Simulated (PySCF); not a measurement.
A structure optimised at B3LYP-D3(BJ)/def2-SVP, used in a PySCF frequency run:

```
In
H 1 1.7441
P 1 2.5418 2 120.59
H 3 1.4297 1 93.54 2 -142.80
H 3 1.4305 4 94.10 1 -93.59
P 1 2.5418 2 120.59 5 -168.36
H 6 1.4297 1 93.54 2 142.80
H 6 1.4305 7 94.10 1 93.59
```
Charge 0, spin multiplicity 1.

**Question.** Write its SMILES, formula and point group.

**Answer.** [PH2][InH][PH2], H5InP2, Cs

**Question.** What are its rotational constants (standard atomic weights)?

**Answer.** 6.0615, 1.5780, 1.2746 GHz
